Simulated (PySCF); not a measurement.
Compound: C₄H₁₂N₂Si₃.
Numbering: `[SiH3:1][N:2]([SiH3:3])[c:4]1[cH:5][cH:6][n:7]([SiH3:8])[cH:9]1`

Structure used (GFN2-xTB), in Å, numbered top down from 1:
```xyz
21
C4H12N2Si3 angstrom
Si    -2.1918    0.5045    1.5560
N     -1.6606    0.0214   -0.0297
Si    -2.7065   -0.2700   -1.3933
C     -0.2874   -0.1234   -0.2242
C      0.3458   -0.8395   -1.2787
C      1.6884   -0.7317   -1.0887
N      1.9388    0.0169    0.0285
Si     3.4879    0.3605    0.7465
C      0.7188    0.3816    0.5512
H     -1.8822    1.9202    1.7931
H     -1.5053   -0.3339    2.5414
H     -3.6336    0.2886    1.5908
H     -2.1685    0.4447   -2.5532
H     -4.0183    0.2500   -1.0215
H     -2.7900   -1.7088   -1.6750
H     -0.1479   -1.3694   -2.0692
H      2.4988   -1.1310   -1.6666
H      3.4789    1.7670    1.1470
H      3.6867   -0.5074    1.9108
H      4.4697    0.0903   -0.2998
H      0.6693    0.9865    1.4342
```

NICS is the negative of the GIAO shielding at a point without a nucleus: at the ring centre (0) and 1 Å above and below it (1); zz is the component along the ring normal. Level: GIAO PBE0/pcSseg-1 (PySCF, non-relativistic, gas phase) on the GFN2-xTB geometry, one conformer.

Ring bond lengths (Å), with Mayer bond orders in brackets: C4–C5 1.423 (1.34), C5–C6 1.360 (1.56), C6–N7 1.368 (1.13), N7–C9 1.377 (1.07), C9–C4 1.367 (1.51).

**Question.** What do the NICS probes read (ppm)?

**Answer.** 
| ring | type | NICS(0) | NICS(1), two faces | NICS(1)zz, two faces | rms pucker (Å) | centre to ring atoms, mean (Å) |
| --- | --- | --- | --- | --- | --- | --- |
| C4–C5–C6–N7–C9 | 5-membered ring with N; formal bonds all aromatic | -13.2 | -10.3 / -10.3 | -26.4 / -26.0 | 0.00 | 1.17 |

**Question.** What can be read from them?

**Answer.** 
- C4–C5–C6–N7–C9: mean NICS(1)zz -26.2 ppm, shielded. For a flat ring without four-coordinate atoms the NICS criterion counts such a value as aromatic.

**Question.** How equal are the bonds by HOMA? HOMA takes Krygowski's 1993 parameters.

**Answer.** 
- C4–C5–C6–N7–C9: HOMA 0.82; the largest term is that of C4–C5, α(R − Ropt)² = 0.32. The geometric and the magnetic index point the same way.

**Question.** What is the mean of the two in-plane components of NICS at the first NICS(1) probe listed for ring C4–C5–C6–N7–C9, 1 Å off the ring?

**Answer.** The isotropic value is a third of the trace: (3 × -10.3 − (-26.4))/2 = -2.3 ppm.

**Question.** List the ring angles and the Hirshfeld charges of the ring atoms.

**Answer.** 
- C4–C5–C6–N7–C9: C4 106.2° (+0.012 e), C5 107.2° (-0.107 e), C6 109.8° (-0.031 e), N7 107.0° (-0.111 e), C9 109.8° (-0.061 e); sum 540.0° against 540° for a flat convex ring.
